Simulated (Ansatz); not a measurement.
Consider the redistribution: `[CH3][GeH]([F])[Br]` + `[OH][Sc]([OH])[Cl]` → `[F][GeH]([Cl])[Br]` + `[CH3][Sc]([OH])[OH]`.

Isolated molecules relaxed with PBE0-D4/def2-TZVP in Ansatz; ΔE leaves out vibrations. CCSD(T)/CBS is the MP2 limit (def2-TZVPP, def2-QZVPP) plus CCSD(T) − MP2 in def2-TZVPP, frozen cores. Functionals use def2-TZVPP. For Br, Ge, Sc outer-core shells are correlated without core-valence functions, which leaves a few kJ/mol of doubt a bond. Scalar relativity is left out up to krypton. One conformer a species, not always the lowest.

CCSD(T)/CBS gives +1.84 eV.

(1) Another level gave +1.81 eV. Which?
A. HF/def2-TZVPP
B. revPBE-D4/def2-TZVPP
C. r2SCANh/def2-TZVPP
D. ωB97M-V/def2-TZVPP

Largest T1 diagnostic among the species: 0.015.

Results:

(1) D. ωB97M-V 1.81, revPBE-D4 1.77, r2SCANh 1.87, HF/def2-TZVPP 1.95 eV.

Leaving LDA and LC-ωPBE aside and taking each functional with its dispersion term where it has one, the values, not all of them listed here, spread over 0.12 eV, from revPBE-D4 to PBE-QIDH. LDA lies +0.04 eV from PBE without D4. From PBE to PBE0 (25 % exact exchange), in def2-TZVPP and without D4, ΔE moves by +0.05 eV.
